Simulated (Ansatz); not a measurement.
Start from `OC/C(F)=C/Cl` and change one atom or group (the configuration at the double bond changes too) to get `F/C(=C/Cl)C[SiH3]`.

Ansatz, PBE0-D4/def2-TZVP geometries, multiplicity 1. Each molecule was computed in one conformer, which needn't be the lowest.

| property | `OC/C(F)=C/Cl` |
| --- | --- |
| HOMO–LUMO gap (PBE0/def2-TZVPP) / eV | 7.18 |
| HOMO energy (ωB97M-V/def2-TZVPP) / eV | -9.57 |
| HOMO energy (PBE0/def2-TZVPP) / eV | -7.38 |
| LUMO energy (ωB97M-V/def2-TZVPP) / eV | 1.87 |
| size of the dipole moment (PBE/def2-TZVPP) / D | 1.38 |
| HOMO energy (PBE/def2-TZVPP) / eV | -6.14 |

Problem. What does the change do to each property? (Estimate.)

Solution. Ansatz gave: 
```tsv
property	`F/C(=C/Cl)C[SiH3]`	shift
HOMO–LUMO gap (PBE0/def2-TZVPP) / eV	6.89	-0.29
HOMO energy (ωB97M-V/def2-TZVPP) / eV	-9.12	0.45
HOMO energy (PBE0/def2-TZVPP) / eV	-6.96	0.42
LUMO energy (ωB97M-V/def2-TZVPP) / eV	1.92	0.05
size of the dipole moment (PBE/def2-TZVPP) / D	0.82	-0.56
HOMO energy (PBE/def2-TZVPP) / eV	-5.78	0.36
```

With PBE0 the HOMO rises by 0.42 eV and the LUMO rises by 0.13 eV, so the gap narrows by about 0.29 eV. PBE moves the HOMO by 0.36 eV and ωB97M-V by 0.45 eV. Dipoles are sizes alone; their direction can turn.
